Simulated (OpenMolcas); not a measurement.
## Ru3+: terms and fine structure

```yaml
Program: OpenMolcas
Method: CASSCF
Basis: ANO-RCC-VTZP [7s6p4d2f1g]
Scalar_Hamiltonian: DKH2, point nucleus
Active_space: 5 electrons in 5 orbitals (4d)
State_averaging: 2S+1 = 6 even, 1 root; 2S+1 = 4 even, 24 roots kept (CI in the orbitals of an earlier block); 2S+1 = 2 even, 75 roots kept (CI in the orbitals of an earlier block)
Spin-orbit_coupling: state interaction with AMFI integrals over the reference wave functions, term energies averaged over their components
```

Spin-free terms above the lowest, with the occupations of the reference:

```
Configuration   Term  E (cm-1)  Occupations
          4d5     6S       0.0      4d 5.00
          4d5     4G     27806      4d 5.00
          4d5     4P     32483      4d 5.00
          4d5     4D     34251      4d 5.00
          4d5     2I     39886      4d 5.00
          4d5  2D(1)     45460      4d 5.00
          4d5     4F     46295      4d 5.00
          4d5  2F(1)     46405      4d 5.00
          4d5     2H     49167      4d 5.00
          4d5  2G(1)     50014      4d 5.00
          4d5  2F(2)     53697      4d 5.00
          4d5     2S     59222      4d 5.00
          4d5  2D(2)     65741      4d 5.00
          4d5  2G(2)     72186      4d 5.00
          4d5     2P     87839      4d 5.00
          4d5  2D(3)     95303      4d 5.00
```

With spin-orbit coupling, above the lowest level:

```csv
Configuration,Term,J,E (cm-1),g,Term weight %,Second
4d5,6S,5/2,0.0,2.000,99,
4d5,4G,5/2,27570,0.580,97,2 2F(1)
4d5,4G,7/2,27769,0.987,99,
4d5,4G,11/2,27824,1.272,99,
4d5,4G,9/2,27887,1.172,99,
4d5,4P,5/2,31190,1.523,69,27 4D
4d5,4P,3/2,31629,1.585,73,27 4D
4d5,4P,1/2,32215,2.295,86,14 4D
4d5,4D,7/2,34161,1.423,97,
4d5,4D,1/2,34809,0.370,86,14 4P
4d5,4D,3/2,35249,1.337,72,27 4P
4d5,4D,5/2,35256,1.426,71,26 4P
4d5,2I,11/2,39654,0.930,96,4 2H
4d5,2I,13/2,40100,1.077,100,
4d5,2D(1),5/2,43587,1.066,52,37 2F(1)
4d5,2D(1),3/2,44715,0.660,63,36 4F
4d5,4F,7/2,45858,1.179,56,32 2F(1)
4d5,4F,9/2,45909,1.291,82,15 2G(1)
4d5,4F,5/2,46492,1.014,87,9 2F(1)
4d5,2F(1),7/2,47048,1.179,60,35 4F
4d5,4F,3/2,47603,0.551,63,36 2D(1)
4d5,2H,9/2,48605,0.996,69,20 2G(1)
4d5,2F(1),5/2,49512,1.016,49,42 2D(1)
4d5,2H,11/2,50023,1.085,95,4 2I
4d5,2G(1),7/2,50521,0.912,91,5 2F(1)
4d5,2G(1),9/2,51677,1.068,64,29 2H
4d5,2F(2),5/2,54062,0.872,92,4 4F
4d5,2F(2),7/2,54187,1.145,94,4 4F
4d5,2S,1/2,59427,1.999,99,
4d5,2D(2),3/2,65938,0.801,99,
4d5,2D(2),5/2,66295,1.194,97,2 2F(2)
4d5,2G(2),9/2,72457,1.111,100,
4d5,2G(2),7/2,72606,0.890,99,
4d5,2P,3/2,87854,1.320,97,3 2D(3)
4d5,2P,1/2,88198,0.672,100,
4d5,2D(3),5/2,95611,1.200,100,
4d5,2D(3),3/2,95878,0.813,97,3 2P
```

Spin-orbit coupling puts the lowest level 213 cm-1 below the lowest spin-free term.

A least-squares Racah fit to the terms below 60000 cm-1, each weighted by 2L + 1 and with a free common offset, gives B = 921 cm-1 and C = 3720 cm-1 (C/B = 4.04), with an rms deviation of 0 cm-1.

Without dynamic correlation excited terms often stand tens of per cent too high (terms of higher spin than the ground term too low), and those without a measured partner can miss by more than the paired ones. Terms from blocks run as CI alone lack orbitals of their own. Only configurations of the active space appear.

The term weight is that of the spin-free term in the level, not the purity of its configuration. A number in round brackets counts repeated terms of one configuration in the order of the reference energies.
